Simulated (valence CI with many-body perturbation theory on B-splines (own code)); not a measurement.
# Ag25+: what the settings do

Computed by relativistic CI+MBPT: four valence electrons over a frozen Dirac-Fock core [Ar], radial functions for each j: 6 s, 6 p, 5 d, 5 f, 1 g, with the one-electron correlation potential Σ1, the two-electron term Σ2, the three-electron term Σ3, Breit, model QED; selected CI, second order for the rest, scaled by the run's own slope (own B-spline code, finite nucleus).

No measured spectrum was set against this ion. As an estimate, terms of the open shell hold to 2 to 4 % of their energy, and close levels can change places. Only levels of the ground parity were solved; by the run's estimate the other parity begins above the list, which can be wrong where configurations are misplaced.

The reference run has the lowest level 3d⁴ ⁵D_0 and an ionisation energy of 1307.92 eV. Its largest variational space holds 8145 state functions.

Names give the largest LS component (configuration and term), which can be under half, so a name can repeat, a term be missing and a line seem to break the LS rules; names also repeat where a configuration has a term twice.

Changed runs:
A. scale of Σ1 1 → 0; scale of Σ2 1 → 0; three-electron term on → off
B. lowest core n in screening and Σ2 1 → 4
C. hole-hole ladder in Σ2 on → off; screening of Σ1 on → off
D. closed core [Ar] → [Ar] 3d1 (bad on purpose)

Excitation energies of the reference run in cm⁻¹, and shifts in cm⁻¹:

| Level | Reference | A | C |
| --- | --- | --- | --- |
| 3d⁴ ⁵D_1 | 27746 | -2073 | -1999 |
| 3d⁴ ⁵D_2 | 49854 | -2777 | -2717 |
| 3d⁴ ⁵D_3 | 65930 | -2805 | -2710 |
| 3d⁴ ⁵D_4 | 74342 | -2104 | -2238 |
| 3d⁴ ³P_0 | 107271 | -26 | +2434 |
| 3d⁴ ³H_4 | 115775 | -1967 | -4212 |
| 3d⁴ ³G_3 | 137224 | -69 | -1739 |
| 3d⁴ ³F_2 | 141554 | +189 | +1293 |
| 3d⁴ ³H_5 | 144231 | -2653 | -5615 |
| 3d⁴ ³P_1 | 146439 | -567 | +2612 |
| 3d⁴ ³H_6 | 155340 | -3279 | -6713 |
| 3d⁴ ³G_4 | 170251 | -686 | -2984 |
| Ionisation energy (eV) | 1307.92 | -9.89 | -0.76 |

Run B: It gave no result: the setting left no core shell for the response of the core. The program said: "need at least one array to concatenate".

Run D: It gave no result: the perturbation theory needs a core of closed shells. The program said: "the core must hold closed shells only".
